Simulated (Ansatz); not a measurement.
```xyz
3

S     0.0000    0.0000   -0.3121
H     0.0000    2.9146    2.4964
H     0.0000   -2.9146    2.4964
```

Basis set: pcseg-2 (spherical functions). Charge 0, multiplicity 1.

Computed with Ansatz (development build ahead of 0.2.0); each method stands on the lowest determinant of its kind that the runs found. Restricted functionals stand beside restricted open-shell atoms, which can lie above the unrestricted atoms usual in DFT and then raise those values.

The atomization energy at this shape (free ground-state atoms in the same class of orbitals less the molecule, no zero-point energy) of singlet H₂S in separate pieces:

```csv
method,atomization energy
ωB97X (unrestricted),-0.02 eV
PBE0 (unrestricted),0.01 eV
```

Task: What does ωB97X (restricted) give?

Result: -6.08 eV. Caution: charge can spread falsely over distant fragments; the shape is not the minimum. Caution for ωB97X (unrestricted), PBE0 (unrestricted): the unrestricted determinant is a mixture of spin states. Caution for ωB97X (restricted): an unrestricted determinant lies well below; the molecule lies well above its atoms at this level.
